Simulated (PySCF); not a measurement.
Level of theory: ωB97X-D3(BJ)/def2-TZVP // PBE0-D3(BJ)/def2-TZVP run with PySCF 2.14.0. Isolated molecules, 0 K electronic values unless said otherwise. Delta-SCF ions had no search for a lower state. Excitations are Tamm–Dancoff values on a coarser integration grid. The basis has no diffuse functions, so Rydberg states are missing or too high.

Reference species (SMILES): `[Br][Al]([Br])[Br]` (neutral, multiplicity 1).

```json
{
 "S1 excitation (TDA)": "6.42 eV",
 "T1 excitation (TDA)": "6.12 eV",
 "vertical ionisation energy (Delta-SCF)": "11.14 eV",
 "S1 oscillator strength": "0.000"
}
```

Changed species: `[Br][Al]([Br])[I]` (1 of 3 Br replaced by I; the reference has 0 of 3 Br replaced by I).

What does the change do to the S1 excitation (TDA), T1 excitation (TDA), vertical ionisation energy (Delta-SCF) and S1 oscillator strength?

the S1 excitation (TDA) drops by 0.64 eV, to 5.78 eV; the T1 excitation (TDA) falls by 0.71 eV, to 5.41 eV; the vertical ionisation energy (Delta-SCF) falls by 0.77 eV, to 10.37 eV; the S1 oscillator strength rises by 0.014, to 0.014.
